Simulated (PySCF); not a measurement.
## From computed data to an observable: oscillator strength and radiative lifetime

C₄H₃NOS, SMILES c1(nccs1)C=O.

Geometry optimised at PBE0-D3(BJ)/def2-SVP. The values are those of a single conformer.

TDA-CAM-B3LYP/def2-SVPD in PySCF 2.14.0 puts the first singlet state with f over 0.02 at 4.96 eV (vertical), with the transition dipole (0.536, -1.258, 0.000) in atomic units.

Q: Find the oscillator strength, the wavelength and the radiative lifetime that this transition would have in vacuum if emission retraced absorption.

A: 
|μ|² = 1.8699 au, so |μ| = 3.48 D. ΔE = 4.96/27.211 = 0.1823 hartree. f = (2/3) ΔE |μ|² = 0.227 (the program prints 0.227).
λ = 1239.84/4.96 = 250 nm; ν = 40005 cm⁻¹.
Einstein's coefficient A = 0.6670 ν² f s⁻¹ (ν in cm⁻¹) = 2.4e8 s⁻¹, so τ = 1/A = 4.1 ns. This state is S3; the lower singlets have f = 0.000, 0.001. The figure is the radiative limit of this one transition; relaxation, internal conversion, crossing to triplets and a medium change what is measured.
